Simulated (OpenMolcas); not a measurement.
# Computed transition rates of B+

| Item | Value |
| --- | --- |
| Program | OpenMolcas |
| Method | MS-RASPT2, IPEA 0.25 Eh, imaginary shift 0.1 Eh (closed shells correlated: 1s) |
| Basis | ANO-RCC [9s8p5d3f2g] |
| Scalar Hamiltonian | DKH2, point nucleus |
| Active space | 2 electrons in 9 orbitals (RAS2 2s 2p; RAS3 3d, at most 2 electrons) |
| State averaging | 2S+1 = 3 even, 3 roots; 2S+1 = 1 even, 7 roots; 2S+1 = 3 odd, 3 roots; 2S+1 = 1 odd, 3 roots |
| Spin-orbit coupling | state interaction with AMFI integrals over the reference wave functions, term energies averaged over their components |

Rates come from the transition moments of the reference wave functions (E1 and E2 in the length form). At fixed line strength A goes as λ^-3 for E1 and M1 and as λ^-5 for E2, so a rate at the computed wavelength can be rescaled to the measured one. Measured vacuum wavelengths follow from level energies in NIST Handbook of Basic Atomic Spectroscopic Data. Branching counts decays inside the model space alone, at computed energies, and the table is only a selection of the E1 lines, drawn from those between levels with measured partners whose computed energy lies within a factor of 1.5 of the measured one.

```tsv
Upper	Lower	Type	λ computed (nm)	λ measured (nm)	A computed (s-1)	A rescaled (s-1)	Branching %
2p² ¹D₂	2s 2p ¹P°₁	E1	345.3	345.2	5.74e+07	5.74e+07	100.0
2s 2p ³P°₁	2s² ¹S₀	E1	268	267.8	9.49e+00		100.0
2p² ¹S₀	2s 2p ¹P°₁	E1	178.7	184.3	1.01e+09	9.21e+08	100.0
2p² ³P₁	2s 2p ³P°₂	E1	161.9	162.4	3.68e+08	3.65e+08	41.6
2p² ³P₀	2s 2p ³P°₁	E1	161.9	162.4	8.83e+08	8.75e+08	100.0
2p² ³P₂	2s 2p ³P°₂	E1	161.8	162.4	6.63e+08	6.56e+08	75.0
2p² ³P₁	2s 2p ³P°₁	E1	161.8	162.4	2.21e+08	2.19e+08	25.0
2p² ³P₁	2s 2p ³P°₀	E1	161.8	162.4	2.95e+08	2.92e+08	33.4
2p² ³P₂	2s 2p ³P°₁	E1	161.8	162.4	2.21e+08	2.19e+08	25.0
2s 2p ¹P°₁	2s² ¹S₀	E1	135.8	136.2	1.22e+09	1.21e+09	100.0
```

Spin-changing lines and M1 lines between different terms are not rescaled, since their strength hangs on the term gaps too.

The largest correction is for 2p² ¹S₀ → 2s 2p ¹P°₁ (E1): 1.01e+09 × (178.7 / 184.3)^3 = 9.21e+08 s-1, a factor of 0.91.

The computed rate and branching of 2s 2p ¹P°₁ → 2s² ¹S₀ give the upper level a radiative lifetime of 1.000 / 1.22e+09 s-1 = 8.20e-10 s, counting decays inside the model space alone. The rescaled rate gives about 8.3e-10 s.

No measured rate stands beside these. Rescaling mends the energy factor alone: line strengths can still be far off where a level mixes with configurations outside the active space, and weak or spin-changing lines hang on small mixing coefficients that depend on the term gaps too, so rescaling need not improve them.

Active for correlation alone: 3d; no level in the range computed is led by a configuration that fills it, so any true level of that kind is missing. Computed and measured levels are paired by configuration, term and J; levels that our copy of the source lacks, or whose pairing is in doubt (as where it misses far off the trend of its configuration), stay unpaired. Only configurations of the active space appear.

° marks odd parity.
